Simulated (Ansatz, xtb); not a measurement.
**Isomers of C4H3BCl2O in order of energy**

3 gas-phase structures of C4H3BCl2O, from a drawn sample of its isomers (lower ones may exist). Each was relaxed with GFN2-xTB; where two conformers were screened, the lower at r2SCAN-D4/def2-SVP is listed:

A. `ClB(Cl)c1ccoc1`, a singlet
B. `O=CC=C=CB(Cl)Cl`, a singlet
C. `O=C1C=C[C@@H]1B(Cl)Cl`, a singlet

Question: Estimate their order in r2SCAN-D4/def2-SVP energy at these geometries, lowest first.

Answer: Calculated order at r2SCAN-D4/def2-SVP: A (0.0), C (29.0), B (32.1) kcal/mol.

Energies above the lowest of each column, in kcal/mol; the last columns are at B3LYP/def2-SVP geometries:

```tsv
structure	GFN2-xTB	HF/STO-3G	r2SCAN-D4/def2-SVP	B3LYP/def2-SVP	CCSD(T)/def2-SVP + ΔMP2/def2-TZVPP
A	0.0	0.0	0.0	0.0	0.0
C	39.8	45.4	29.0	28.5	26.1
B	48.9	64.4	32.1	28.7	29.9
```

Every level run on A puts it lowest or level with the lowest. Flexible structures stand in one conformer each, not always the lowest. ΔMP2 is the change of the MP2 energy from the smaller to the larger basis.

Programs: Ansatz 0.2.0, xtb 6.7.1.
